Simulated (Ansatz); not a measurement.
Cost and result for the atomization energy of `B[CH](Cl)[GeH3]` (10 atoms, 9 bonds).

Z-matrix (Å, degrees):
```
C
Cl 1 1.781
Ge 1 2.020 2 107.8
B 1 1.520 2 118.2 3 111.5
H 1 1.090 2 108.7 3 -111.4
H 3 1.535 1 109.5 2 -163.6
H 3 1.531 1 105.0 2 -44.1
H 3 1.534 1 109.9 2 74.9
H 4 1.198 1 117.4 2 168.6
H 4 1.193 1 121.7 2 -17.4
```

Charge 0, multiplicity 1. Correlated methods include outer-core shells of Ge, which these sets cover unevenly. Scalar relativity is left out up to krypton. Geometry: relaxed with PBE0-D4/def2-TZVP. Program: Ansatz. All runs use 4 threads of an Arm Neoverse V2 on a shared host. Times are those of one run each, without the atoms' runs, and a repeat can differ threefold. Electronic energies, without spin–orbit coupling; frozen cores. CCSD(T)/CBS adds CCSD(T) − MP2 in def2-TZVPP to the MP2 limit, and its time is that of the two runs behind it. T1 = 0.011. With those shells the extrapolation isn't a true limit. B3LYP takes the VWN-RPA correlation (the form of Gaussian; ORCA's B3LYP/G).

CCSD(T)/CBS is a level of theory with its own doubt, some kJ/mol a heavy atom from the limit and from the frozen cores, so smaller differences don't rank the functionals.

```json
{"level": "PBE-D4/def2-TZVPP (with forces)", "functions": "236", "wall time": "2.2 s", "atomization (kJ/mol)": "3159.2", "difference from CCSD(T)/CBS": "27.1", "per bond": "3.0"}
{"level": "PBE0-D4/def2-TZVPP", "functions": "236", "wall time": "2.7 s", "atomization (kJ/mol)": "3134.2", "difference from CCSD(T)/CBS": "2.1", "per bond": "0.2"}
{"level": "B3LYP-D4/def2-TZVPP (with forces)", "functions": "236", "wall time": "4.3 s", "atomization (kJ/mol)": "3124.7", "difference from CCSD(T)/CBS": "-7.4", "per bond": "-0.8"}
{"level": "B2PLYP/def2-TZVPP", "functions": "236", "wall time": "4.6 s", "atomization (kJ/mol)": "3092.0", "difference from CCSD(T)/CBS": "-40.1", "per bond": "-4.5"}
{"level": "r2SCAN-D4/def2-TZVPP (with forces)", "functions": "236", "wall time": "4.7 s", "atomization (kJ/mol)": "3151.7", "difference from CCSD(T)/CBS": "19.6", "per bond": "2.2"}
{"level": "ωB97X-V/def2-TZVPP", "functions": "236", "wall time": "7 s", "atomization (kJ/mol)": "3147.1", "difference from CCSD(T)/CBS": "15.0", "per bond": "1.7"}
{"level": "ωB97M-V/def2-TZVPP (with forces)", "functions": "236", "wall time": "10 s", "atomization (kJ/mol)": "3135.1", "difference from CCSD(T)/CBS": "3.0", "per bond": "0.3"}
{"level": "MP2/def2-QZVPP", "functions": "453", "wall time": "17 s", "atomization (kJ/mol)": "3126.1", "difference from CCSD(T)/CBS": "-6.0", "per bond": "-0.7"}
{"level": "CCSD(T)/def2-TZVPP", "functions": "236", "wall time": "110 s", "atomization (kJ/mol)": "3068.8", "difference from CCSD(T)/CBS": "-63.3", "per bond": "-7.0"}
{"level": "CCSD(T)/CBS(def2)", "functions": "–", "wall time": "2.1 min", "atomization (kJ/mol)": "3132.1", "difference from CCSD(T)/CBS": "0.0", "per bond": "0.0"}
```

In def2-TZVPP, CCSD(T) changes the Hartree–Fock value by +717.2 kJ/mol (the triples alone add +40.9 kJ/mol) and MP2 by +737.8 kJ/mol; breaking electron pairs costs correlation energy, which Hartree–Fock lacks. From PBE to PBE0 (25 % exact exchange), in def2-TZVPP and without D4, the atomization energy moves by −21.5 kJ/mol: exact exchange takes away binding that semilocal exchange gives to molecules. The D4 term adds +35.8 kJ/mol with B3LYP and +18.6 kJ/mol with PBE0; it sums over pairs of atoms, weighted by their polarisabilities, and B3LYP, whose exchange is more repulsive, gets the larger term.
